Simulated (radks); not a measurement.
Question: Species: the promethium ion Pm2+. Configuration: [Kr] 4d10 4f5 5s2 5p5 6p1 (not the ground configuration). Method: Dirac Kohn-Sham, RPBE, spin-unpolarised, spherical densities, finite nucleus; open shells fill j = l - 1/2 first; Fermi nuclear charge, rms radius 4.962 fm; computed with a radial shooting solver on a logarithmic mesh with Libxc functionals.

Spin-orbit splittings of the eigenvalues, e(l+1/2) - e(l-1/2), with zeta = 2 splitting/(2l+1) and mean radii in bohr:

| shell | occ. | splitting (eV) | zeta (eV) | <r> j=l-1/2 | <r> j=l+1/2 |
|---|---|---|---|---|---|
| 2p | 6 | 560.2 | 373.5 | 0.08245 | 0.08896 |
| 3p | 6 | 112.7 | 75.11 | 0.2498 | 0.2623 |
| 3d | 10 | ? | ? | 0.2339 | 0.2378 |
| 4p | 6 | 24.52 | 16.35 | 0.6085 | 0.6370 |
| 4d | 10 | 4.355 | 1.742 | 0.6830 | 0.6933 |
| 4f | 5 | 0.4853 | 0.1387 | 0.9925 | 1.005 |
| 5p | 5 | 3.468 | 2.312 | 1.587 | 1.668 |
| 6p | 1 | 0.4955 | 0.3303 | 4.107 | 4.264 |

Estimate the 3d splitting.

Answer: 24.42 eV (zeta = 9.768 eV).
